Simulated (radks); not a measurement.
Results of a calculation; reference values are marked as such.
The chromium ion Cr3+, 21 electrons, occupied as [Ar] 3d3 (the NIST ground configuration).

Level of theory: non-relativistic Kohn-Sham, PBE, spin-unpolarised, spherical densities, point nucleus (a radial shooting solver on a logarithmic mesh with Libxc functionals).

Energy parts (hartree):
| part | energy |
|---|---|
| total | -1042.05121 |
| kinetic | 1041.23013 |
| electron-nucleus | -2445.94533 |
| Hartree | 409.86488 |
| exchange-correlation | -47.20089 |

Orbitals (lengths in bohr, moments of r in powers of bohr; <r^-3> diverges for s and p1/2; r(max) is where P^2 peaks):
| orbital | occ. | eigenvalue (hartree) | <r^-3> | r(max) |
|---|---|---|---|---|
| 1s | 2 | -215.8583 | - | 0.04224 |
| 2s | 2 | -25.66772 | - | 0.2461 |
| 2p | 6 | -22.03253 | 350.7 | 0.1988 |
| 3s | 2 | -4.09045 | - | 0.7794 |
| 3p | 6 | -3.06848 | 43.57 | 0.7933 |
| 3d | 3 | -1.44577 | 3.981 | 0.7908 |

The highest occupied level is 3d at -39.341 eV. The density falls to 0.001 e/bohr^3 at r = 2.79 bohr. For comparison, the ionisation energy in NIST's Atomic Spectra Database is 49.16 eV (semi-empirical). In exact Kohn-Sham theory the highest level is minus the ionisation energy, but local and semilocal functionals leave it too shallow, through self-interaction and a potential that decays too fast; potentials with the right tail come closer. Virial ratio -V/T = 2.00079. Summed over all electrons, <r^2> = 13.35 bohr^2, which gives a Langevin (diamagnetic) susceptibility term of -10.6 x 10^-6 cm^3/mol. The electron density at the nucleus is 9324 e/bohr^3.

Beside tabulated values, note that spin-unpolarised runs miss the spin-polarisation part of the exchange energy of open shells.
